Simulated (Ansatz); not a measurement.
Redistribution: C2H4FI + C2H4I2 → C2H3FI2 + C2H5I

Gas-phase species: C2H4FI `CC(F)I`, singlet; C2H4I2 (1,2-diiodoethane) `ICCI`, singlet; C2H3FI2 `FC(I)CI`, singlet; C2H5I (iodoethane) `CCI`, singlet. The partners trade H for I; both sit on C, so the bond types are kept.

Shapes, held fixed at every level: PBE0-D4/def2-TZVP. Flexible molecules stand in one conformer, not always the lowest. Programs: Ansatz 0.2.0. The zero-point and thermal change to 298 K, harmonic and unscaled (PBE0-D4/def2-TZVP), is -0.4 kJ/mol.

| level | kind | ΔH(298 K) (kJ/mol) | less CCSD(T)/def2-TZVPP |
| --- | --- | --- | --- |
| HF/def2-TZVPP | Hartree–Fock | +10.5 | +1.5 |
| SPW92/def2-TZVPP | LDA | +8.7 | -0.3 |
| PBE-D4/def2-TZVPP | GGA | +8.8 | -0.2 |
| r2SCAN-D4/def2-TZVPP | meta-GGA | +9.1 | +0.1 |
| BHLYP-D4/def2-TZVPP | global hybrid | +9.0 | 0.0 |
| B2PLYP/def2-TZVPP | double hybrid | +9.7 | +0.7 |
| CCSD/def2-SVP | coupled cluster or CI | +7.9 | -1.1 |
| CCSD(T)/def2-TZVPP | coupled cluster or CI | +9.0 | 0.0 |

The highest level, CCSD(T)/def2-TZVPP, gives ΔH(298 K) = +9.0 kJ/mol; the levels span +7.9 to +10.5. The column of differences is taken from that level and isn't an error. No measured value is set beside it here. For atoms past krypton def2 sets carry core potentials with scalar relativity. Outer-core shells of I are correlated, in sets that cover them unevenly.
